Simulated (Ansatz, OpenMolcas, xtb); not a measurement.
## CH7GaSi (SMILES [CH3][GaH][SiH3]): methods side by side

The species is CH7GaSi (10 atoms), meant as a singlet with charge 0. As SMILES, `[CH3][GaH][SiH3]`. The coordinates come from a PBE0-D4/def2-TZVP relaxation.

Each level gives the HOMO–LUMO gap (eV). The values are calculated.

| level | kind | program | value (eV) |
| --- | --- | --- | --- |
| GFN1-xTB | semi-empirical | xtb | 3.65 |
| HF/6-31G* (spherical functions) | Hartree–Fock | Ansatz | 10.79 |
| SVWN5/6-31G* (spherical functions) | LDA | Ansatz | 3.60 |
| PBE/6-31G* (spherical functions) | GGA | Ansatz | 3.73 |
| M06-L/6-31G* (spherical functions) | meta-GGA | OpenMolcas | 4.20 |
| TPSS/6-31G* (spherical functions) | meta-GGA | OpenMolcas | 3.99 |
| PBE0/6-31G* (spherical functions) | global hybrid | Ansatz | 5.60 |
| wB97M-V/6-31G* (spherical functions) | range-separated hybrid | Ansatz | 9.26 |
| wB97X/6-31G* (spherical functions) | range-separated hybrid | Ansatz | 9.69 |
| B2PLYP/6-31G* (spherical functions) | double hybrid | OpenMolcas | 7.49 |

All-electron rows without a relativistic Hamiltonian named are non-relativistic. The values span 3.60 to 10.79 eV. Orbital gaps aren't excitation energies, and those of double hybrids come from the SCF part alone; they tend to grow with the share of exact exchange.
